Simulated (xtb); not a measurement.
C₄H₅BFN, SMILES C#CB(F)/C=N/C. All values are semi-empirical tight-binding results from xtb (GFN2-xTB unless named), good for trends rather than for accurate numbers. Geometry: GFN2-xTB. The structure was generated by enumeration; whether it is a known compound was not checked. Other conformers were not sampled.

Estimate the properties. (Estimate from the structure and the level; the computed values follow.)


```yaml
orbital_gap: 2.03 eV
dipole_moment: 2.77 D
zero_point_energy: 51.3 kcal/mol
G − E(el) at 298.15 K (modified RRHO): 30.5 kcal/mol
static polarisability (D4 model): 64.7 bohr³
solvation energy, GFN2-xTB/ALPB(water): -3.5 kcal/mol
solvation energy, GFN2-xTB/ALPB(dmf): -7.6 kcal/mol
```

Give the IR lines (harmonic; lines under 4 % of the strongest left out, lines within 3 cm⁻¹ merged). (An estimate is asked for; the answer gives what the named calculation found.)

ν (cm⁻¹): 205 (w), 533 (m), 680 (w), 701 (w), 887 (w), 1013 (m), 1120 (m), 1149 (w), 1289 (vs), 1348 (m), 1462 (m), 1692 (m), 2204 (m), 2762 (s), 2870 (m), 2978 (w), 2996 (w) (against the strongest line: vs over 80 %, s over 45 %, m over 15 %, w over 4 %, vw less)
